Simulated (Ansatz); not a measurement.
Li8H8⁻, relaxed as a doublet with UKS r2SCAN-D4/def2-SVPD in Ansatz, starting from the GFN1-xTB geometry. Force threshold 0.02 eV/Å.

The highest occupied level of the charge -1 doublet lies above zero (up to 0.65 eV). It is a level of α spin, whose loss leaves a singlet; that state wasn't run at this geometry and level. The electron is either unbound and held by the finite basis, or the level is raised by self-interaction error. The relaxation made no stability test and no search for a lower SCF solution. Another isomer (doublet) lies 1.36 eV lower at PBE0-D4/def2-TZVPD; other spin states weren't run for this one.

Start:

```xyz
16

Li    0.350   -2.356   -1.924
Li    1.231    0.127   -1.331
Li   -1.906    0.937    2.315
Li   -3.025   -0.341    0.544
Li   -1.187    0.326   -1.290
Li    2.288   -2.186   -0.499
Li    2.310    0.412    0.915
Li    0.377    2.013    1.199
H     0.000   -0.768   -2.369
H     2.079    1.802    1.740
H     0.180    1.431   -0.591
H     1.677   -3.329   -1.570
H    -2.879    0.216   -1.002
H    -3.260   -0.037    2.156
H    -0.998    2.290    2.246
H     2.765   -0.537   -0.539
```

```tsv
step	energy (eV)	largest force component (eV/Å)	SCF passes
1	-1767.5833	0.511	15
2	-1767.8972	0.128	20
3	-1767.9326	0.067	18
4	-1767.9555	0.072	20
5	-1767.9756	0.082	18
6	-1768.0128	0.091	20
7	-1768.0240	0.102	20
8	-1768.0362	0.127	18
9	-1768.0448	0.026	17
10	-1768.0463	0.035	18
11	-1768.0484	0.017	18
12	-1768.0502	0.017	17
13	-1768.0520	0.043	17
14	-1768.0545	0.065	18
15	-1768.0577	0.101	18
16	-1768.0620	0.135	17
17	-1768.0671	0.160	17
18	-1768.0730	0.150	18
19	-1768.0741	0.127	18
20	-1768.0819	0.125	17
21	-1768.0842	0.086	18
22	-1768.0916	0.045	19
23	-1768.0945	0.012	18
24	-1768.0971	0.021	17
25	-1768.0986	0.063	17
26	-1768.0995	0.038	17
27	-1768.1006	0.011	17
```

Force components are those of the run's own axes.

End:

```xyz
16

Li    0.7433   -2.4718   -2.4873
Li    1.0785    0.1578   -1.4518
Li   -2.5375    2.4236    2.1141
Li   -3.6183    0.0729    0.8274
Li   -1.0013   -0.8541   -0.4488
Li    3.0767   -1.8761   -1.4493
Li    2.0746   -0.0608    0.8575
Li    0.4224    1.7142    1.6594
H    -0.1395   -1.0085   -2.1138
H     2.0443    1.1266    2.1521
H     0.2463    0.4610    0.1631
H     2.4270   -2.6877   -2.8522
H    -2.7154   -1.0426   -0.0473
H    -3.9533    1.5017    1.7426
H    -0.8979    2.7889    2.2075
H     2.7501   -0.2453   -0.8732
```

By distances, no bond broke or formed. The bond that changes most is Li7–H10, from 1.63 to 1.76 Å (atoms count from 1). A close non-bonded pair moves further: Li7–H11, from 2.80 to 2.02 Å.

The force fell under the threshold at step 11, but the optimiser went on and released 0.052 eV more. No frequencies were taken in this run, so the end may be a saddle point.

Run time 2.4 min (4 threads of Arm Neoverse V1 on a shared host).
